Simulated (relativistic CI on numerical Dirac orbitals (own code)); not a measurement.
## Sensitivity of the levels of Ho¹³⁺ to α and to the nuclear radius

These numbers are calculated, not measured: Dirac-Coulomb-Breit CI, orbitals from a KLI potential per configuration, derivatives by finite differences, unscaled Slater integrals, QED left out (own radial code, finite nucleus).

Configurations in the expansion (outside the closed core [Kr] 4d10 5s2): 4f6, 4f5.6s, 4f4.6s2. The list is cut by size and lacks configurations that can hold low levels.

With x = (α/α₀)² − 1 an excitation energy changes as ω = ω₀ + qx; K = 2q/ω₀ is the relative enhancement. Terms are leading LS components, so labels can repeat. The field-shift factor is F = δν/δ⟨r²⟩ for the transition from the lowest level.

Lowest level 4f6 7F_0.

```csv
Level,ω₀ (cm⁻¹),q (cm⁻¹),F (GHz/fm²)
4f6 7F_1,929.4,1686,0.0676
4f6 7F_2,2448.8,3896,0.161
4f6 7F_3,4293.9,6072,0.257
4f6 7F_4,6299.7,8011,0.349
4f6 7F_5,8361.4,9629,0.431
4f6 7F_6,10400.2,10840,0.501
4f6 5D_0,27993.0,-5569,0.241
4f6 5D_1,31886.9,-104.7,0.473
4f6 5D_2,37032.7,4904,0.709
4f6 5L_6,40997.8,561.1,0.627
4f6 5D_3,42834.4,9216,0.932
4f6 5L_7,43329.3,4217,0.779
4f6 5L_8,45230.9,6560,0.883
```

At this charge energies of transitions that change n are usually good to better than 1 %, and those within a shell (Δn = 0) to a few per cent. Terms inside the open d or f shell come out 10 to 20 % too wide with unscaled integrals. Levels and lines within the n = 5 or 6 shells can be off by up to 10 % or somewhat more, and those that change n by about 2 %, since core polarisation is missing.

Q: Which transition from the lowest level has the largest |K|?

A: 4f6 7F_1 at 929.4 cm⁻¹, K = 3.63.
